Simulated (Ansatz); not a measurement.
Consider the cleavage of the B–Si bond: `B[SiH2][GeH3]` + `NB(O)Cl` → `BOB(N)Cl` + `[SiH3][GeH3]`.

Program: Ansatz. Geometries: PBE0-D4/def2-TZVP. ΔE: electronic, gas phase. CCSD(T)/CBS is the MP2 limit (def2-TZVPP, def2-QZVPP) plus CCSD(T) − MP2 in def2-TZVPP, frozen cores. Functionals use def2-TZVPP. B3LYP here is the variant with VWN-RPA as its local correlation; programs differ in this. HSE06 is defined as in plane-wave codes. For Ge outer-core shells are correlated without core-valence functions, which leaves a few kJ/mol of doubt a bond. Scalar relativity is left out up to krypton. Each species was taken in one conformer, which may not be the lowest.

```json
{"level": "LDA (SPW92)", "ΔE (kJ/mol)": "-130.1", "difference from CCSD(T)/CBS": "3.8"}
{"level": "PBE-D4", "ΔE (kJ/mol)": "-121.5", "difference from CCSD(T)/CBS": "12.4"}
{"level": "revPBE-D4", "ΔE (kJ/mol)": "-120.2", "difference from CCSD(T)/CBS": "13.7"}
{"level": "BLYP-D4", "ΔE (kJ/mol)": "-135.1", "difference from CCSD(T)/CBS": "-1.2"}
{"level": "B97M-V", "ΔE (kJ/mol)": "-131.0", "difference from CCSD(T)/CBS": "2.9"}
{"level": "PBE0-D4", "ΔE (kJ/mol)": "-125.3", "difference from CCSD(T)/CBS": "8.6"}
{"level": "B3LYP-D4", "ΔE (kJ/mol)": "-137.6", "difference from CCSD(T)/CBS": "-3.7"}
{"level": "r2SCANh-D4", "ΔE (kJ/mol)": "-130.7", "difference from CCSD(T)/CBS": "3.2"}
{"level": "r2SCAN0-D4", "ΔE (kJ/mol)": "-132.2", "difference from CCSD(T)/CBS": "1.7"}
{"level": "HSE06-D4", "ΔE (kJ/mol)": "-125.1", "difference from CCSD(T)/CBS": "8.8"}
{"level": "BHLYP-D4", "ΔE (kJ/mol)": "-143.0", "difference from CCSD(T)/CBS": "-9.1"}
{"level": "CAM-B3LYP-D4", "ΔE (kJ/mol)": "-143.7", "difference from CCSD(T)/CBS": "-9.8"}
{"level": "ωB97X-V", "ΔE (kJ/mol)": "-134.7", "difference from CCSD(T)/CBS": "-0.8"}
{"level": "B2PLYP", "ΔE (kJ/mol)": "-139.6", "difference from CCSD(T)/CBS": "-5.7"}
{"level": "PBE-QIDH", "ΔE (kJ/mol)": "-132.4", "difference from CCSD(T)/CBS": "1.5"}
{"level": "PBE", "ΔE (kJ/mol)": "-121.7", "difference from CCSD(T)/CBS": "12.2"}
{"level": "revPBE", "ΔE (kJ/mol)": "-118.2", "difference from CCSD(T)/CBS": "15.7"}
{"level": "r2SCAN", "ΔE (kJ/mol)": "-129.6", "difference from CCSD(T)/CBS": "4.3"}
{"level": "PBE0", "ΔE (kJ/mol)": "-125.5", "difference from CCSD(T)/CBS": "8.4"}
{"level": "B3LYP", "ΔE (kJ/mol)": "-138.0", "difference from CCSD(T)/CBS": "-4.1"}
{"level": "r2SCANh", "ΔE (kJ/mol)": "-130.7", "difference from CCSD(T)/CBS": "3.2"}
{"level": "r2SCAN0", "ΔE (kJ/mol)": "-132.2", "difference from CCSD(T)/CBS": "1.7"}
{"level": "HSE06", "ΔE (kJ/mol)": "-125.3", "difference from CCSD(T)/CBS": "8.6"}
{"level": "BHLYP", "ΔE (kJ/mol)": "-144.2", "difference from CCSD(T)/CBS": "-10.3"}
{"level": "CAM-B3LYP", "ΔE (kJ/mol)": "-144.0", "difference from CCSD(T)/CBS": "-10.1"}
{"level": "LC-ωPBE", "ΔE (kJ/mol)": "-130.6", "difference from CCSD(T)/CBS": "3.3"}
{"level": "RPA@PBE/def2-TZVPP", "ΔE (kJ/mol)": "-136.3", "difference from CCSD(T)/CBS": "-2.4"}
{"level": "HF/def2-SVP", "ΔE (kJ/mol)": "-156.8", "difference from CCSD(T)/CBS": "-22.9"}
{"level": "MP2/def2-SVP", "ΔE (kJ/mol)": "-154.8", "difference from CCSD(T)/CBS": "-20.9"}
{"level": "CCSD/def2-SVP", "ΔE (kJ/mol)": "-151.3", "difference from CCSD(T)/CBS": "-17.4"}
{"level": "CCSD(T)/def2-SVP", "ΔE (kJ/mol)": "-152.0", "difference from CCSD(T)/CBS": "-18.1"}
{"level": "MP2/def2-TZVPP", "ΔE (kJ/mol)": "-138.6", "difference from CCSD(T)/CBS": "-4.7"}
{"level": "SCS-MP2/def2-TZVPP", "ΔE (kJ/mol)": "-141.3", "difference from CCSD(T)/CBS": "-7.4"}
{"level": "CCSD/def2-TZVPP", "ΔE (kJ/mol)": "-135.9", "difference from CCSD(T)/CBS": "-2.0"}
{"level": "CCSD(T)/def2-TZVPP", "ΔE (kJ/mol)": "-134.9", "difference from CCSD(T)/CBS": "-1.0"}
{"level": "HF/def2-QZVPP", "ΔE (kJ/mol)": "-151.5", "difference from CCSD(T)/CBS": "-17.6"}
{"level": "MP2/def2-QZVPP", "ΔE (kJ/mol)": "-138.5", "difference from CCSD(T)/CBS": "-4.6"}
{"level": "SCS-MP2/def2-QZVPP", "ΔE (kJ/mol)": "-141.1", "difference from CCSD(T)/CBS": "-7.2"}
{"level": "HF/CBS(def2)", "ΔE (kJ/mol)": "-151.7", "difference from CCSD(T)/CBS": "-17.8"}
{"level": "MP2/CBS(def2)", "ΔE (kJ/mol)": "-137.7", "difference from CCSD(T)/CBS": "-3.8"}
{"level": "CCSD(T)/CBS", "ΔE (kJ/mol)": "-133.9", "difference from CCSD(T)/CBS": "0"}
```

Largest T1 diagnostic among the species: 0.013.

In def2-TZVPP, CCSD(T) changes the Hartree–Fock value by +15.4 kJ/mol (the triples alone add +1.0 kJ/mol) and MP2 by +11.6 kJ/mol. From PBE to PBE0 (25 % exact exchange), in def2-TZVPP and without D4, ΔE moves by −3.8 kJ/mol.
